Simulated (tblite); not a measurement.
Parent: `[CH2:1]=[C:2]1[CH2:3][C@H:4]1[O:5][SiH2:6][F:7]` with C3–C4–O5–Si6 147°, C4–O5–Si6–F7 64°, C4H7FOSi.

Structures optimised with GFN2-xTB, isolated species. One conformer each, not checked by frequencies here.

```csv
coordinate of the parent,value
C1=C2,1.308 Å
C2–C3,1.468 Å
C3–C4,1.515 Å
C4–O5,1.388 Å
O5–Si6,1.607 Å
Si6–F7,1.612 Å
C2–C4,1.468 Å
C1–C2–C3,149.3°
C1–C2–C4,148.4°
C3–C2–C4,62.1°
C2–C3–C4,58.9°
C3–C4–O5,118.1°
C2–C4–C3,59.0°
C2–C4–O5,120.3°
C4–O5–Si6,133.4°
O5–Si6–F7,109.7°
```

Question: How does the shared frame change in `[CH2:1]=[C:2]1[C@@H:3]([CH2:4][F:5])[C@H:6]1[O:7][SiH2:8][F:9]` with C2–C3–C4–F5 -98°, C3–C6–O7–Si8 89°, C6–O7–Si8–F9 -69°, C5H8F2OSi? Atoms pair as C1 = C1, C2 = C2, C3 = C3, C4 = C6, O5 = O7, Si6 = Si8, F7 = F9 (parent first).

Answer: 
| parent | relative | value in the relative | change |
| --- | --- | --- | --- |
| C1=C2 | C1=C2 | 1.308 Å | 0.000 |
| C2–C3 | C2–C3 | 1.472 Å | +0.004 |
| C3–C4 | C3–C6 | 1.525 Å | +0.010 |
| C4–O5 | C6–O7 | 1.384 Å | -0.004 |
| O5–Si6 | O7–Si8 | 1.609 Å | +0.002 |
| Si6–F7 | Si8–F9 | 1.612 Å | 0.000 |
| C2–C4 | C2–C6 | 1.467 Å | -0.001 |
| C1–C2–C3 | C1–C2–C3 | 148.5° | -0.8 |
| C1–C2–C4 | C1–C2–C6 | 148.4° | 0.0 |
| C3–C2–C4 | C3–C2–C6 | 62.5° | +0.4 |
| C2–C3–C4 | C2–C3–C6 | 58.6° | -0.3 |
| C3–C4–O5 | C3–C6–O7 | 120.8° | +2.7 |
| C2–C4–C3 | C2–C6–C3 | 58.9° | -0.1 |
| C2–C4–O5 | C2–C6–O7 | 122.2° | +1.9 |
| C4–O5–Si6 | C6–O7–Si8 | 134.9° | +1.5 |
| O5–Si6–F7 | O7–Si8–F9 | 110.1° | +0.4 |

Of the parent's bonds, C3–C4 changes most (+0.010 Å). Bonds of the relative outside the shared frame: C3–C4 1.510, C4–F5 1.376 Å. Point group C1 → C1.

Question: How does the shared frame change in `[CH2:1]=[C:2]1[C@@H:3]([CH2:4][SiH3:5])[C@H:6]1[O:7][SiH2:8][F:9]` with C2–C3–C4–Si5 146°, C3–C6–O7–Si8 140°, C6–O7–Si8–F9 70°, C5H11FOSi2? Atoms pair as C1 = C1, C2 = C2, C3 = C3, C4 = C6, O5 = O7, Si6 = Si8, F7 = F9 (parent first).

Answer: 
| parent | relative | value in the relative | change |
| --- | --- | --- | --- |
| C1=C2 | C1=C2 | 1.309 Å | +0.001 |
| C2–C3 | C2–C3 | 1.470 Å | +0.002 |
| C3–C4 | C3–C6 | 1.519 Å | +0.004 |
| C4–O5 | C6–O7 | 1.390 Å | +0.002 |
| O5–Si6 | O7–Si8 | 1.605 Å | -0.002 |
| Si6–F7 | Si8–F9 | 1.612 Å | 0.000 |
| C2–C4 | C2–C6 | 1.470 Å | +0.002 |
| C1–C2–C3 | C1–C2–C3 | 149.5° | +0.2 |
| C1–C2–C4 | C1–C2–C6 | 147.7° | -0.7 |
| C3–C2–C4 | C3–C2–C6 | 62.2° | +0.1 |
| C2–C3–C4 | C2–C3–C6 | 58.9° | 0.0 |
| C3–C4–O5 | C3–C6–O7 | 118.4° | +0.3 |
| C2–C4–C3 | C2–C6–C3 | 58.9° | -0.1 |
| C2–C4–O5 | C2–C6–O7 | 120.0° | -0.3 |
| C4–O5–Si6 | C6–O7–Si8 | 133.9° | +0.5 |
| O5–Si6–F7 | O7–Si8–F9 | 109.6° | -0.1 |

Of the parent's bonds, C3–C4 changes most (+0.004 Å). Bonds of the relative outside the shared frame: C3–C4 1.511, C4–Si5 1.905 Å. Point group C1 → C1.

These are computed values.
